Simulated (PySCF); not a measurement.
Isomers of C4H7F2NSi.

All values: PBE0/pcSseg-1 (PySCF) at GFN2-xTB geometries, gas phase, one conformer each.

Task: Rank by the lowest Hirshfeld charge on any atom, lowest value first.
A. `[F:1][CH:2]([F:3])/[CH:4]=[C:5]1/[CH2:6][NH:7][SiH2:8]1` with F1–C2–C4–C5 -9°
B. `[F:1][CH:2]([F:3])[C:4]1=[CH:5][CH2:6][N:7]1[SiH3:8]` with F1–C2–C4–C5 119°
C. `[F:1][C:2]1([F:3])[CH:4]=[CH:5][CH2:6][NH:7][SiH2:8]1` with F1–C2–C4–C5 99°, C4–C5–C6–N7 4°, C5–C6–N7–Si8 20°, C6–N7–Si8–C2 -37°

Result: A (-0.255 e), C (-0.242 e), B (-0.167 e).

Task: Rank by LUMO energy, highest first.
A. `[F:1][C:2]1([F:3])[CH:4]=[CH:5][CH2:6][NH:7][SiH2:8]1` with F1–C2–C4–C5 99°, C4–C5–C6–N7 4°, C5–C6–N7–Si8 20°, C6–N7–Si8–C2 -37°
B. `[F:1][CH:2]([F:3])[C:4]1=[CH:5][CH2:6][N:7]1[SiH3:8]` with F1–C2–C4–C5 119°
C. `[CH:1]#[C:2][CH2:3][NH:4][SiH2:5][CH:6]([F:7])[F:8]` with C2–C3–N4–Si5 85°, C3–N4–Si5–C6 176°, N4–Si5–C6–F7 138°
D. `[F:1][CH:2]([F:3])/[CH:4]=[C:5]1/[CH2:6][NH:7][SiH2:8]1` with F1–C2–C4–C5 -9°
E. `[F:1][CH:2]([F:3])[C:4]1=[CH:5][CH2:6][NH:7][SiH2:8]1` with F1–C2–C4–C5 -121°

Result: C (0.16 eV), B (-0.13 eV), A (-0.27 eV), E (-0.47 eV), D (-0.60 eV).

All values together:

```
              SMILES  μ (D)  HOMO (eV)  LUMO (eV)  lowest IAO charge (e)  highest IAO charge (e)  lowest Hirshfeld charge (e)  highest Hirshfeld charge (e)
    C#CCN[SiH2]C(F)F   2.98      -7.46       0.16             -0.669 (N)             +0.887 (Si)                   -0.238 (N)                   +0.365 (Si)
  FC(F)C1=CCN1[SiH3]   2.23      -6.18      -0.13             -0.481 (N)             +0.742 (Si)                   -0.167 (N)                   +0.346 (Si)
  FC(F)C1=CCN[SiH2]1   3.57      -6.82      -0.47             -0.687 (N)             +0.894 (Si)                   -0.248 (N)                   +0.362 (Si)
FC(F)/C=C1/CN[SiH2]1   2.58      -6.73      -0.60             -0.693 (N)             +0.895 (Si)                   -0.255 (N)                   +0.369 (Si)
  FC1(F)C=CCN[SiH2]1   4.00      -7.11      -0.27             -0.683 (N)             +0.888 (Si)                   -0.242 (N)                   +0.355 (Si)
```

Conformers: `[CH:1]#[C:2][CH2:3][NH:4][SiH2:5][CH:6]([F:7])[F:8]` with C2–C3–N4–Si5 85°, C3–N4–Si5–C6 176°, N4–Si5–C6–F7 138°; `[F:1][CH:2]([F:3])[C:4]1=[CH:5][CH2:6][N:7]1[SiH3:8]` with F1–C2–C4–C5 119°; `[F:1][CH:2]([F:3])[C:4]1=[CH:5][CH2:6][NH:7][SiH2:8]1` with F1–C2–C4–C5 -121°; `[F:1][CH:2]([F:3])/[CH:4]=[C:5]1/[CH2:6][NH:7][SiH2:8]1` with F1–C2–C4–C5 -9°; `[F:1][C:2]1([F:3])[CH:4]=[CH:5][CH2:6][NH:7][SiH2:8]1` with F1–C2–C4–C5 99°, C4–C5–C6–N7 4°, C5–C6–N7–Si8 20°, C6–N7–Si8–C2 -37°.
